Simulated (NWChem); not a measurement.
System: BeSiH₃OBr; SMILES [SiH3][O][Be][Br]

```xyz
7

Be    -0.0057    -0.0542    -0.0001
Br     0.0008     1.9101     0.0002
O     -0.0091    -1.4702    -0.0049
Si     0.0033    -3.1388     0.0014
H     -0.6551    -3.6552    -1.2477
H     -0.7458    -3.6436     1.2034
H      1.4225    -3.6322     0.0558
```
Atoms are numbered in this order, from 1.

Computed with NWChem. Medium grid unless said otherwise, to which SCAN and Minnesota functionals are sensitive. Structure relaxed at the PBE-D3(BJ)/def2-SVP level. Hybrids' shares of exact exchange are those that their runs print; pure functionals count as 0. The functionals differ in more than this share.

| row | share of exact exchange | highest occupied level (eV) |
|---|---|---|
| PBE/def2-SVP | 0.00 | -7.20 |
| LDA (Slater exchange, VWN5)/def2-SVP | 0.00 | -7.31 |
| B3LYP/def2-SVP | 0.20 | withheld |
| PBE0/def2-SVP | 0.25 | -8.55 |
| M06/def2-SVP | 0.27 | -8.52 |
| BHandHLYP/def2-SVP | 0.50 | -9.65 |

Problem. Fit a straight line of the last column on the one before it, predict the withheld value, and compare with the run.

Solution. 
1. Means of the 5 shown rows: x = 0.204, y = -8.246. Slope Σ(x − x̄)(y − ȳ)/Σ(x − x̄)² = -0.8520/0.1773 = -4.805; intercept -7.266.
2. The shown rows scatter about the line by 0.055 (root mean square); the largest residual is -0.08, at PBE0/def2-SVP.
3. At x = 0.20 (B3LYP/def2-SVP; inside the shown range) the line gives -8.23.
4. The run gives -8.21, +0.02 from the line, 0.4 times the scatter.
